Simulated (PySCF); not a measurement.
Cl (SMILES [Cl]), doublet. Base run: TPSS/def2-SV(P) (PySCF).

Here is a job for PySCF.
```python
from pyscf import gto, scf, dft

mol = gto.M(
    atom='''
Cl    0.00000000    0.00000000    0.00000000
''',
    basis='def2-sv(p)',
    spin=1,
    verbose=5,
)

mf = dft.UKS(mol)
mf.xc = 'tpss'
mf.kernel()
mf.analyze()
```

Variants of this job, named by their change:

```csv
change,E (Eh),HOMO (eV),<S^2>,outcome
base,-460.00943,-7.81,0.752,converged
functional = b3lyp5,-459.94068,-8.68,0.752,converged
functional = m06,-459.97382,-8.87,0.751,converged
functional = pbe0,-459.83853,-9.15,0.752,converged
functional = m062x,-459.97601,-10.52,0.751,converged
"functional = pw91,pw91",-459.97151,-7.60,0.752,converged
functional = revpbe,-459.90504,-7.55,0.752,converged
functional = mn12l,-459.89214,-8.27,0.753,converged
functional = m06l,-459.99165,-7.95,0.752,converged
functional = b3lyp,-460.00600,-8.78,0.752,converged
functional = scan,-,-,-,not converged
functional = wb97x_v,-459.92110,-11.70,0.752,converged
functional = wb97x,-459.99022,-11.72,0.752,converged
```

Absolute energies of different levels of theory aren't comparable as measures of quality.

Open shells are given as the SCF converged; they aren't shown to be the lowest states, and a large step between rows can be another state.
